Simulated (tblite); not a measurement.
C5H9N3S.
Atom-mapped SMILES: `[CH3:1][S:2][c:3]1[n:4][n:5]([CH3:6])[n:7][c:8]1[CH3:9]` (hydrogens: H10, H11, H12 on C1; H13, H14, H15 on C6; H16, H17, H18 on C9)

Geometry (GFN2-xTB, Å), atoms numbered from 1 in this order:
```xyz
18
C5H9N3S angstrom
C     -2.6410   -1.5590   -0.0645
S     -2.3293    0.2258   -0.1441
C     -0.5927    0.2105   -0.0480
N      0.1346   -0.8973    0.0497
N      1.3810   -0.4687    0.0905
C      2.4942   -1.3560    0.2261
N      1.5137    0.8369    0.0291
C      0.2830    1.3186   -0.0622
C     -0.0482    2.7587   -0.1604
H     -3.7168   -1.6914   -0.1140
H     -2.2466   -1.9454    0.8697
H     -2.1536   -2.0402   -0.9063
H      3.3523   -0.9164   -0.2791
H      2.7383   -1.5104    1.2804
H      2.2342   -2.3123   -0.2242
H     -0.5959    2.9550   -1.0811
H     -0.6821    3.0536    0.6748
H      0.8662    3.3443   -0.1483
```

Level: GFN2-xTB in tblite, geometry and Hessian alike; calculated harmonic values, unscaled, isolated species. This tight-binding method is rough: wavenumbers can miss measured ones by several per cent, in bad cases by 10 to 20. One conformer, not necessarily the lowest.

Harmonic wavenumbers (cm⁻¹): 33.1, 35.8, 61.2, 108.7, 127.9, 155.8, 208.3, 220.8, 274.6, 310.6, 447.0, 473.0, 615.5, 642.8, 655.7, 735.3, 797.9, 952.6, 958.6, 996.8, 1037.9, 1039.0, 1055.0, 1095.8, 1139.3, 1313.5, 1329.8, 1356.1, 1384.0, 1385.7, 1394.1, 1432.8, 1434.7, 1442.0, 1445.5, 1460.7, 1461.8, 1468.4, 1543.1, 2965.6, 3006.5, 3019.8, 3027.8, 3037.6, 3041.7, 3045.7, 3061.0, 3062.2.

A = 2085, B = 1145, C = 749.7 MHz; mass 143.052 u (most abundant isotopes); point group C1, symmetry number 1.

Question: Zero-point energy?

Answer: Half the sum of the wavenumbers: 30650 cm⁻¹ = 366.65 kJ/mol.

Question: Entropy at 298.15 K, 1 bar (ideal gas, RRHO, classical rotation)?

Answer: Translation 170.75, rotation 123.74, vibration 148.23: S = 442.7 J/(mol K).

Question: And Cp and H(298.15 K) − H(0)?

Answer: Cp = 158.15 J/(mol K), of which vibrations give 124.90 (their classical limit is 48 R = 399.1); H(298.15 K) − H(0) = 30.90 kJ/mol without the zero-point energy, 20.99 from vibrations.

Question: How do the functions run with temperature in this model?

Answer: 
```
T (K)  S (J/(mol K))  Cp (J/(mol K))  H − H(0) (kJ/mol)  G − H(0) (kJ/mol)  ln q(vib)
  150          353.8           107.6              11.30             -41.77       4.82
  250          416.4           140.9              23.70             -80.41       7.97
  400          494.4           194.9              48.90            -148.85      12.16
  600          585.5           255.1              94.24            -257.05      17.31
  900          701.0           313.7             180.31            -450.59      24.38
```

q(vib) and H(0) count from the zero-point level.

Question: Which modes carry the vibrational entropy at 298.15 K?

Answer: 33.1 cm⁻¹: 23.57; 35.8 cm⁻¹: 22.92; 61.2 cm⁻¹: 18.49; 108.7 cm⁻¹: 13.77; 127.9 cm⁻¹: 12.46; 155.8 cm⁻¹: 10.88 J/(mol K); the other 42 give 46.13 together.

Question: What must be added to the electronic energy to get the Gibbs energy at 298.15 K and 1 bar?

Answer: ZPE + [H(298.15 K) − H(0)] − T·S = 366.65 + 30.90 − 132.00 = 265.55 kJ/mol.

Hindered rotation and anharmonicity are outside this model. Other conformers, if any are populated, would add a mixing term that is left out. The structure is chiral; the term R ln 2 for an equal mix with its mirror image is left out.

Hardware: one thread, Arm Neoverse V2, shared host. The figure is for the frequency step alone.
